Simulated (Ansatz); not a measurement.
`[NH2][Ga]([F])[Cl]` + HBr → `[NH2][Ga]([Cl])[Br]` + H–F at 600 K and 1 bar (ligand exchange at a Ga–F bond).

Computed with Ansatz on PBE0-D4/def2-TZVP structures; ΔE is electronic, products minus reactants. CCSD(T)/CBS is the MP2 limit (def2-TZVPP, def2-QZVPP) plus CCSD(T) − MP2 in def2-TZVPP, frozen cores. This one scheme is used for every species. For Br, Ga outer-core shells are correlated without core-valence functions, which leaves a few kJ/mol of doubt a bond. Scalar relativity is left out up to krypton. One conformer a species, not always the lowest.

```
              species  CCSD(T)/CBS energy (Eh)  H − E (kJ/mol)  S (J/(mol·K))
 `[NH2][Ga]([F])[Cl]`              -2539.54166           123.4          402.9
                  HBr              -2573.91920            33.5          219.1
`[NH2][Ga]([Cl])[Br]`              -5013.08446           122.3          435.5
                  H–F               -100.39570            42.3          194.0
```

H − E and S are ideal-gas, rigid-rotor, harmonic terms from PBE0-D4/def2-TZVP, for one conformer and one mirror image of each species. 1 Eh = 2625.50 kJ/mol, R = 8.31446 J/(mol·K).

**Question.** By hand: ΔE, ΔH, ΔS and ΔG.

**Answer.** ΔE = (-5013.08446) + (-100.39570) − (-2539.54166) − (-2573.91920) = -0.01930 Eh = -50.7 kJ/mol. Δ(H − E) = 122.3 + 42.3 − 123.4 − 33.5 = 7.7, so ΔH = -43.0 kJ/mol. ΔS = 435.5 + 194.0 − 402.9 − 219.1 = 7.5 J/(mol·K). ΔG = -43.0 − 600 × (7.5)/1000 = -47.5 kJ/mol.

**Question.** By hand: the equilibrium constant, and the temperature at which ΔG would vanish if ΔH and ΔS stayed fixed.

**Answer.** log₁₀ K = −ΔG/(RT ln 10) = 4.1. ΔH and −TΔS have one sign here, so there is no such temperature.

The number of gas molecules stays the same, so ΔS is small and ΔH decides. A doubt of 5 kJ/mol in ΔE shifts log₁₀ K by 0.4 here. Other conformers and mirror images would add mixing entropy, several J/(mol·K) or more a flexible species. Modes under 60 cm⁻¹, often nearly free rotors, make the harmonic entropy too high. These are equilibria of isolated gas molecules and say nothing of rates. Largest T1 diagnostic: 0.013 (customary marks: 0.02 for closed shells, 0.045 for open ones).

ΔS is within the doubt of such terms, so its sign, and with it that verdict, could turn.
